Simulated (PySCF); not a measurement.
C₈H₈S (charge +1 and doublet state).
Cartesian coordinates in Å at the GFN2-xTB level; atoms count from 1:
```
atom  x, y, z in Å
C1     3.9013   -0.3490   -0.4966
C2     2.5104   -0.2574   -0.2050
C3     1.3190   -0.1700    0.0062
C4    -0.0639   -0.0667    0.2480
C5    -0.3578   -0.4177    1.5222
S6    -0.4052   -0.8618    2.9914
C7    -0.9296    0.3659   -0.8036
C8    -2.2727    0.5180   -0.7349
C9    -3.1383    0.2775    0.4254
H10    4.4836   -0.3286    0.4244
H11    4.2052    0.4751   -1.1428
H12    4.1038   -1.2859   -1.0199
H13   -0.4186    0.5839   -1.7310
H14   -2.7772    0.8573   -1.6309
H15   -3.9096   -0.4496    0.1636
H16   -2.5864   -0.0750    1.2932
H17   -3.6711    1.1962    0.6803
```

The hyperfine couplings belong to this conformer and change with its torsions.

The species is `C[C+]=[C]C(=C=S)/C=C\C` [radical] (charge +1).

Method used: UKS B3LYP, pcH-1 on C H S, non-relativistic, mean-field spin-orbit, GIAO in PySCF. Isolated species at its GFN2-xTB geometry (one conformer only). Couplings are sensitive to structure, and on GFN2-xTB geometries they can be far from those on DFT ones, by a factor of two or more for some ions and for spin on atoms past the first row. No stability test was run, so a lower SCF solution isn't excluded.

Q: Give the principal g shifts and their parts.

A: 
```
                    Δg (ppt)      1      2      3
relativistic mass correction  -0.18  -0.18  -0.18
            gauge correction   0.04   0.00   0.04
   orbital Zeeman/spin–orbit  -7.67   0.06   4.59
                       total  -7.81  -0.12   4.45
```

So g = 1.99451, 2.00220, 2.00677 and g_iso = 2.00116; the tensor is rhombic: the two nearest values differ by 37 % of g3 − g1. 

Q: What are the electron Larmor frequencies g μB B/h along the three axes at 350 mT?

A: 9.7705, 9.8081, 9.8305 GHz for g1, g2 and g3, a range of 60.1 MHz.

Q: How much does each term add to the isotropic shift?

A: The orbital-Zeeman/spin–orbit term -1.00, the mass correction -0.18 and the gauge correction 0.02 ppt, for a total of -1.16 ppt. The orbital-Zeeman/spin–orbit term is the largest in size. The mass correction is the same along every axis, so the anisotropy comes from the other two: their spans along these axes are 0.04 (gauge) and 12.27 ppt (orbital Zeeman/spin–orbit).

Q: At 9.558 GHz, how far is the centre of the isotropic spectrum from where a free electron (g = 2.002319) resonates?

A: B = hν/(g μB) with μB/h = 13.99624 MHz/mT gives 341.05 mT for the free electron and 341.25 mT at g_iso, 0.20 mT higher.

Q: In a frozen sample, at which fields do the three g values resonate at 9.5, 34, 94 and 263 GHz (hyperfine left aside), and which band first spreads them over more than twice a line width of 0.5 mT?

A: 
```csv
band,GHz,B(g3) mT,B(g2) mT,B(g1) mT,spread mT
X,9.5,338.23,339.00,340.31,2.08
Q,34.0,1210.51,1213.28,1217.96,7.44
W,94.0,3346.71,3354.35,3367.29,20.58
J,263.0,9363.68,9385.05,9421.26,57.58
```

The spread grows in proportion to the frequency. X band is the first where it exceeds 1.0 mT.

Largest spin populations (Mulliken): S6 (+0.33), C8 (+0.26), C2 (+0.21) and C4 (+0.19). Four atoms exceed +0.15.

The HOMO–LUMO gaps are 3.09 eV among the α and 2.74 eV among the β orbitals.

The SMILES draws the unpaired electron on C3; the largest computed Mulliken spin population is on S6 (0.33 against -0.05).
